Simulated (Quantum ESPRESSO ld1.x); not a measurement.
Ag, configuration [Ar] 3d10 4s2 4p5 4d10 5s1 4f1 (not the ground configuration). All-electron calculation, scalar-relativistic Kohn-Sham, PBE, spin-unpolarised, spherical densities, point nucleus. Program: ld1.x of Quantum ESPRESSO 7.5. Some entries of the table are withheld. Estimate them.

orbital  occ.  eigenvalue (eV)  <1/r> (bohr^-1)  r(max) (bohr)
1s          2         -25345.6              (1)        0.02016
2s          2         -3743.47            11.23         0.1140
2p          6         -3359.26            10.85        0.09113
3s          2         -697.458            3.945         0.3326
3p          6         -571.238            3.758         0.3258
3d         10         -372.179            3.531         0.2738
4s          2         -107.493            1.521         0.8207
4p          5         -70.7160            1.369         0.8735
4d         10              (2)            1.025          1.018
5s          1         -11.1553           0.4748          2.281
5p          0          -5.6409           0.3584          2.893
6s          0          -2.1191           0.1614          6.650
4f          1              (3)          0.06361          16.61

Answer. 
(1) 1s <1/r> (bohr^-1): 49.44
(2) 4d eigenvalue (eV): -18.3826
(3) 4f eigenvalue (eV): -0.4339
